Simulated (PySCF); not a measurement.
BGeH5O, SMILES [O]([GeH3])B. The structure is a stationary point at PBE-D3(BJ)/def2-SVP.

Computed equilibrium geometry at PBE-D3(BJ)/def2-SVP (PySCF confirms it by a frequency run) as a Z-matrix, and its point group:
point group Cs.
```
O
B 1 1.3520
H 2 1.2214 1 117.14
H 2 1.2277 3 121.65 1 -180.00
Ge 1 1.8309 2 125.90 3 -180.00
H 5 1.5462 1 105.47 2 120.83
H 5 1.5462 6 111.70 1 -114.08
H 5 1.5497 6 112.65 7 -127.96
```
Charge 0, spin multiplicity 1.
